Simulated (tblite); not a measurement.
Run record: tight-binding relaxation, `C[SiH2][C@@H](Cl)[C@@H](C)[C@@H](C)F`.

Computed with GFN2-xTB geometry optimisation, gas phase (tblite 0.8.0). Start geometry: from a force field or distance geometry. The command runs a driver script over a list of jobs; the input below is this job's line of settings and its coordinates in Å.

Command:
```bash
OMP_NUM_THREADS=1 python probes_run.py task.json out
```

Input:
```
{"job": {"kind": "relax", "xc": "GFN2-xTB", "basis": "xTB"}, "charge": 0, "multiplicity": 1}
C      3.653300    -0.331100     0.001400
Si     1.926100     0.259900    -0.414700
C      0.650000    -0.414800     0.791200
Cl     1.204000     0.037100     2.441900
C     -0.857100    -0.029800     0.641100
C     -1.118300     1.486200     0.635400
C     -1.480400    -0.708200    -0.603700
C     -2.986900    -0.573400    -0.680400
F     -0.948300    -0.172900    -1.729200
H      3.975600     0.054500     0.974800
H      4.356500     0.008100    -0.755800
H      3.684700    -1.424100     0.040900
H      1.624500    -0.212200    -1.770600
H      1.912700     1.741700    -0.423100
H      0.712400    -1.495500     0.762700
H     -1.381000    -0.438200     1.522300
H     -0.618400     1.985100     1.482800
H     -2.184400     1.692600     0.736000
H     -0.768800     1.963800    -0.280400
H     -1.220700    -1.775400    -0.595300
H     -3.371600    -1.151000    -1.530700
H     -3.480200    -0.941800     0.225600
H     -3.288300     0.466500    -0.848100
```

Output:
```
step      E/eV     max force
  0    -843.52885    1.442
  1    -843.59979    0.614
  2    -843.61467    0.220
  3    -843.62304    0.251
  4    -843.63359    0.205
  5    -843.63907    0.165
  6    -843.64177    0.091
  7    -843.64328    0.096
  8    -843.64504    0.114
  9    -843.64717    0.112
... (44 lines left out)
 54    -843.66623    0.018
 55    -843.66628    0.016
 56    -843.66631    0.011
 57    -843.66634    0.010
 58    -843.66637    0.013
 59    -843.66640    0.016
 60    -843.66644    0.014
 61    -843.66647    0.011
 62    -843.66650    0.010
 63    -843.66652    0.010
```

«max force» is the largest atomic force in eV/Å.

Question: From which step on does the largest force stay under 0.1 eV/Å, and how much energy is left to gain from there?

Answer: From step 10 (0.095 eV/Å), 17.4 meV above the end.

Summary of the converged run: energy lowered by 3.2 kcal/mol over 63 steps; largest atomic force 0.010 eV/Å at the end.

Question: Where do the atoms end?

Answer: 0.097 Å rms from the input after alignment:
```
atom  x, y, z in Å
C1     3.5991   -0.3280    0.0523
Si2    1.8993    0.3254   -0.4795
C3     0.6190   -0.4216    0.7512
Cl4    1.1792    0.0494    2.3946
C5    -0.8528   -0.0297    0.6259
C6    -1.0440    1.4839    0.5879
C7    -1.4844   -0.7101   -0.5967
C8    -3.0019   -0.6013   -0.6393
F9    -0.9795   -0.1482   -1.7583
H10    3.8655    0.0152    1.0474
H11    4.3684    0.0168   -0.6313
H12    3.6303   -1.4143    0.0603
H13    1.5883   -0.1295   -1.8332
H14    1.8598    1.7834   -0.3586
H15    0.6888   -1.5129    0.7459
H16   -1.3777   -0.4291    1.5035
H17   -0.4348    1.9499    1.3571
H18   -2.0825    1.7461    0.7732
H19   -0.7473    1.8765   -0.3808
H20   -1.1808   -1.7659   -0.6324
H21   -3.3829   -1.1280   -1.5111
H22   -3.4311   -1.0406    0.2562
H23   -3.3028    0.4399   -0.7103
```

The run took 1.1 s of wall time on Arm Neoverse N1, one thread, on a shared host.
Labels such as C1 count atoms from 1, the log's own numbers from 0.
